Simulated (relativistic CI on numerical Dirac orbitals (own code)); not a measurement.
**How well does a small relativistic CI reproduce Xe VII?**

Computed by Dirac-Coulomb-Breit CI, KLI orbitals optimised for each configuration, model QED (radiative potential, 1s self-energy scaled to tabulated hydrogen-like ionisation energies), unscaled Slater integrals (own radial code, finite nucleus).

CI space (outside the closed core [Kr]): 4d10.5s2, 4d10.5s.5p, 4d10.5p2, 4d10.5s.5d, 4d10.4f2, 4d10.5d2, 4d10.5s.4f, 4d10.5s.5f, 4d10.4f.5p, 4d10.5p.5d, 4d10.5s.5g, 4d10.5s.6s, 4d10.5s.6p, 4d9.5s2.4f, 4d10.4f.5d, 4d10.5f2. Levels of other configurations are missing.

| Configuration | Term (tabulated) | J | Measured (cm⁻¹) | Computed | Error | Purity (%) |
| --- | --- | --- | --- | --- | --- | --- |
| 4d10.5s2 | 1S | 0 | 0.0 | 0 | 0 | 97 |
| 4d10.5s.5p | 3P° | 0 | 96141.0 | 90184 | -5957 | 100 |
| 4d10.5s.5p | 3P° | 1 | 100451.0 | 94604 | -5847 | 97 |
| 4d10.5s.5p | 3P° | 2 | 113676.0 | 107348 | -6328 | 100 |
| 4d10.5s.5p | 1P° | 1 | 143259.0 | 141414 | -1845 | 94 |
| 4d10.5p2 | 3P | 0 | 223673.0 | 221646 | -2027 | 92 |
| 4d10.5p2 | 3P | 1 | 234685.0 | 231531 | -3154 | 100 |
| 4d10.5p2 | 1D | 2 | 236100.0 | 230612 | -5488 | 61 |
| 4d10.5p2 | 3P | 2 | 251853.0 | 246684 | -5169 | 73 |
| 4d10.5p2 | 1S | 0 | 273208.0 | 277511 | 4303 | 88 |
| 4d10.5s.5d | 3D | 1 | 287772.0 | 283546 | -4226 | 99 |
| 4d10.5s.5d | 3D | 2 | 288712.0 | 284465 | -4247 | 99 |
| 4d10.5s.5d | 3D | 3 | 290340.0 | 285990 | -4350 | 99 |
| 4d10.5s.5d | 1D | 2 | 307542.0 | 309512 | 1970 | 76 |
| 4d10.5s.6s | 3S | 1 | 354833.0 | 348845 | -5988 | 100 |
| 4d10.5s.6s | 1S | 0 | 361671.0 | 358922 | -2749 | 100 |
| 4d10.5p.5d | 3F° | 2 | 393792.0 | 384365 | -9427 | 83 |
| 4d10.5s.6p | 3P° | 1 | 400893.0 | 394454 | -6439 | 85 |
| 4d10.5p.5d | 3F° | 3 | 401413.0 | 391878 | -9535 | 92 |
| 4d10.5s.6p | 1P° | 1 | 407802.0 | 403481 | -4321 | 83 |
| 4d10.5s.6p | 3P° | 2 | 408347.0 | 400504 | -7843 | 73 |
| 4d10.5p.5d | 3D° | 1 | 411022.0 | 406844 | -4178 | 65 |
| 4d10.5p.5d | 3F° | 4 | 412567.0 | 402097 | -10470 | 97 |
| 4d10.5p.5d | 3D° | 3 | 423028.0 | 417985 | -5043 | 91 |
| 4d10.5p.5d | 3P° | 1 | 424567.0 | 419100 | -5467 | 73 |
| 4d10.5p.5d | 1F° | 3 | 438428.0 | 436152 | -2276 | 63 |
| 4d10.5p.5d | 1P° | 1 | 441376.0 | 443135 | 1759 | 88 |
| 4d10.5s.5f | 3F° † | 2 | 462702.0 | 456887 | -5815 | 98 |
| 4d10.5s.5f | 3F° † | 3 | 462791.0 | 457127 | -5664 | 98 |
| 4d10.5s.5f | 3F° | 4 | 463159.0 | 457459 | -5700 | 97 |
| 4d10.5s.5f | 1F° | 3 | 467700.0 | 466214 | -1486 | 70 |
| 4d9.5s2.4f | 3P° | 1 | 650080.0 | 656588 | 6508 | 98 |
| 4d9.5s2.4f | 3D° | 1 | 683150.0 | 687823 | 4673 | 98 |

Measured levels from Saloman, J. Phys. Chem. Ref. Data 33, 765 (2004); pairs were made by configuration, J and term (by order where the table uses no LS term), so strongly mixed levels may be paired wrongly.

Mean error by configuration (cm⁻¹): 4d10.5s.5p -4994; 4d10.5p2 -2307; 4d10.5s.5d -2713; 4d10.5s.6s -4368; 4d10.5p.5d -5580; 4d10.5s.6p -6201; 4d10.5s.5f -3593; 4d9.5s2.4f 5591. Over the excited levels the mean absolute error is 4959 cm⁻¹ (32 of the 47 excited levels that our extract of the source holds in range could be paired, and the others can miss by more), and the median relative error of those above 1,000 cm⁻¹ is 1.4 %. † marks terms whose computed intervals miss the measured ones by more than a factor of 2.5, or configurations far off the rest, from wrong mixing, a near crossing or a doubtful label or measurement; they are left out of the means.
